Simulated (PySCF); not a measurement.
Computed IR spectrum (relative IR intensity) of a molecule C5H6O2. The structure is a stationary point at TPSSh-D3(BJ)/def2-SVP. The values are those of a single conformer. These are PySCF 2.14.0 with TPSSh-D3(BJ)/def2-SVP values and carry that method's errors. Frequencies are harmonic and unscaled.

```tsv
ν (cm⁻¹)	relative intensity
270	52
463	3.2
590	4.9
613	9.8
711	3.8
752	28
975	11
991	6.0
1134	22
1165	21
1197	62
1259	14
1473	18
1501	5.2
1625	78
1669	100
3027	19
3095	9.5
3128	8.8
3247	2.4
3815	55
```

### Question
Which molecule gave these data?
(A) C=C1C[C@H](C=O)O1
(B) C#C[C@H]1O[C@@H](C)O1
(C) OCc1ccoc1
(D) Cc1coc(O)c1

### Answer
D, Cc1coc(O)c1
